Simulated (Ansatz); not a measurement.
Bond stretch in GaC (cation, charge +1), lowest singlet found (which spin is the ground state isn't settled by this scan).

Methods: UHF/aug-cc-pVDZ (Ansatz, an electronic-structure program); RHF/aug-cc-pVDZ (Ansatz).

Scanned distances (Å): 2.66, 2.89, 3.14, 3.50, 3.90, 4.38, 4.91, 5.76, 6.68.

### Question
Where does the unrestricted solution first break spin symmetry (<S²> of 0.01 or more)?

### Answer
UHF: already at 2.66 Å.

```
R / Å  <S²> UHF  E(RHF) − E(UHF) / kcal/mol
-----  --------  --------------------------
2.66       1.05                        33.5
2.89       1.03                        33.1
3.14       1.01                        33.6
3.50       1.01                        35.1
3.90       1.01                        36.7
4.38       1.02                        38.0
4.91       1.02                        39.1
5.76       1.02                        40.0
6.68       1.02                        40.5
```
